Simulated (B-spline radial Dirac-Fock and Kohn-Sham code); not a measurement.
## Total and shell-resolved photoionisation of K⁶⁺

System: the K⁶⁺ ion, 1s2 2s2 2p6 3s2 3p1.

The computed values come from a radial atomic solver: the independent-particle Dirac-Slater model, thresholds from Dirac-Fock.

Computed thresholds (eV): K 3739.2, L1 502.9, L2 419.9, L3 417.1, M1 133.7, M2 117.0, M3 116.6.

```
photon energy (eV)  total (b)  K (%)  L (%)  M (%)
               294     182100      –      –  100.0
               319     156500      –      –  100.0
               321     154800      –      –  100.0
               367     121700      –      –  100.0
               547  1.169e+06      –   95.3    4.7
               560  1.107e+06      –   95.3    4.7
               572  1.053e+06      –   95.3    4.7
               619     871200      –   95.2    4.8
              1080     217300      –   94.0    6.0
              1490      94060      –   93.2    6.8
              1670      69530      –   92.9    7.1
              5090      32800   90.0    9.0    1.0
              5130      32120   90.0    9.0    1.0
              6980      14030   90.4    8.6    1.0
              7180      12980   90.4    8.5    1.0
              7820      10260   90.5    8.4    1.0
             13300       2274   90.8    8.1    1.1
             26500      293.9   91.0    7.9    1.2
             31100      180.6   91.0    7.9    1.2
             42000      71.73   91.0    7.8    1.2
             65700      17.79   91.0    7.8    1.2
             91100      6.360   91.0    7.8    1.2
```

Problem. With what power of the photon energy does the total fall between 65700 and 91100 eV?

Solution. As E^-3.15. The non-relativistic Born limit for an s electron far above threshold is E^-3.5; near threshold and at relativistic energies the fall is slower.

Run: 1.4 s of CPU time on 1 thread of Neoverse-V1 (shared host), peak memory 0.36 GiB.
